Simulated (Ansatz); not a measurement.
`CC(=O)[O][SnH3]` and `BNC(C)=O` differ in one atom or group.

Ansatz, PBE0-D4/def2-TZVP geometries, multiplicity 1. 

Elements past krypton have def2 core potentials.

| property | `CC(=O)[O][SnH3]` |
| --- | --- |
| HOMO–LUMO gap (B3LYP/def2-TZVPP) / eV | 7.04 |
| size of the dipole moment (B3LYP/def2-TZVPP) / D | 0.93 |
| HOMO energy (PBE/def2-TZVPP) / eV | -6.43 |
| HOMO energy (B3LYP/def2-TZVPP) / eV | -7.78 |
| LUMO energy (ωB97M-V/def2-TZVPP) / eV | 0.97 |
| HOMO–LUMO gap (ωB97M-V/def2-TZVPP) / eV | 11.38 |

Task: What does the change do to each property? (An estimate is asked.)

Result: Computed: 
| property | `BNC(C)=O` | shift |
| --- | --- | --- |
| HOMO–LUMO gap (B3LYP/def2-TZVPP) / eV | 6.15 | -0.89 |
| size of the dipole moment (B3LYP/def2-TZVPP) / D | 3.80 | 2.87 |
| HOMO energy (PBE/def2-TZVPP) / eV | -6.17 | 0.26 |
| HOMO energy (B3LYP/def2-TZVPP) / eV | -7.54 | 0.24 |
| LUMO energy (ωB97M-V/def2-TZVPP) / eV | 0.86 | -0.11 |
| HOMO–LUMO gap (ωB97M-V/def2-TZVPP) / eV | 11.10 | -0.28 |

With PBE0 the HOMO rises by 0.22 eV and the LUMO falls by 0.67 eV, so the gap narrows by about 0.89 eV. PBE moves the HOMO by 0.26 eV and ωB97M-V by 0.16 eV. Dipoles are sizes alone; their direction can turn.

B3LYP here is the variant with VWN-RPA as its local correlation; programs differ in this.
